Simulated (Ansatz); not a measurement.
CH6MgOSSi (`C[S][Mg][O][SiH3]`) at its PBE0-D4/def2-TZVP geometry, where that method's forces vanish. Total charge 0; spin multiplicity 1.

```xyz
11

C    -0.3922   -2.7023    1.6688
S    -1.7936   -1.8178    0.8979
Mg   -0.8095   -0.0248   -0.1029
O    -0.0260    1.3803   -0.8853
Si    0.6708    2.6495   -1.5942
H     0.3305   -3.0455    0.9291
H    -0.8095   -3.5775    2.1664
H     0.1114   -2.0938    2.4193
H     1.3876    3.5014   -0.5999
H     1.6677    2.2201   -2.6188
H    -0.3370    3.5105   -2.2804
```

(1) What forces (eV/Å) does B3LYP-D4/def2-TZVPP give on these atoms in Ansatz 0.2.0? (Best estimate.)

## Answers

(1) Computed: 
```
C1   0.242 -0.188  0.156
S2  -0.262  0.104 -0.105
Mg3 -0.007  0.000 -0.001
O4  -0.041 -0.071  0.039
Si5  0.114  0.207 -0.115
H6  -0.029  0.020  0.053
H7   0.038  0.043 -0.022
H8  -0.015 -0.042 -0.045
H9  -0.043 -0.050 -0.061
H10 -0.060  0.027  0.061
H11  0.062 -0.051  0.041
```

B3LYP here is the variant with VWN-RPA as its local correlation; programs differ in this.
